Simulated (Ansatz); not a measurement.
Basis-set extrapolation for AlH9N2Si2 (`[NH2][Al]([NH2])[SiH2][SiH3]`) (PBE0-D4/def2-TZVP geometry, frozen core, Ansatz 0.2.0). Multiplicity 1, RHF reference.

```csv
,def2-TZVPP,def2-QZVPP
HF,-934.081259,-934.112202
MP2 correlation,-0.763400,-0.818954
CCSD(T) correlation,-0.859564,not run
```

Energies in hartree. Use E(X) = E(∞) + A·exp(−7.88·√X) for Hartree–Fock and E(X) = E(∞) + B·X^(−2.97) for correlation, with X = 3 and 4, and add CCSD(T) minus MP2 of the smaller set to the MP2 limit.

Question: What is the CCSD(T) energy at the basis-set limit?

Answer: HF limit: -934.112202 + (-0.030943) × 0.13774 = -934.11646. MP2 limit: -0.818954 + (-0.055554) × 0.74074 = -0.86011. Higher-order term: -0.859564 − (-0.763400) = -0.09616. Total: -935.07273 hartree, 346.3 kJ/mol below CCSD(T)/def2-TZVPP.
